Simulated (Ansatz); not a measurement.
Consider the redistribution: `C[Si](N)(O)Br` + `C#C[SiH2]CO` → `C[Si](O)(O)Br` + `C#C[SiH2]CN`.

Calculated with Ansatz (gas phase, PBE0-D4/def2-TZVP geometries, no zero-point term in ΔE). CCSD(T)/CBS is the MP2 limit (def2-TZVPP, def2-QZVPP) plus CCSD(T) − MP2 in def2-TZVPP, frozen cores. Functionals use def2-TZVPP. For Br outer-core shells are correlated without core-valence functions, which leaves a few kJ/mol of doubt a bond. Scalar relativity is left out up to krypton. Each species was taken in one conformer, which may not be the lowest.

```
             level  ΔE (kJ/mol)
           ωB97M-V        -63.9
     HF/def2-TZVPP        -69.1
   CCSD/def2-TZVPP        -67.1
CCSD(T)/def2-TZVPP        -66.2
```

What does CCSD(T)/CBS give? (Estimate.)

Computed: -65.9 kJ/mol. The listed levels differ from it by 2.0, -3.2, -1.2, -0.3 kJ/mol.

Largest T1 diagnostic among the species: 0.012.

From PBE to PBE0 (25 % exact exchange), in def2-TZVPP and without D4, ΔE moves by −3.5 kJ/mol.
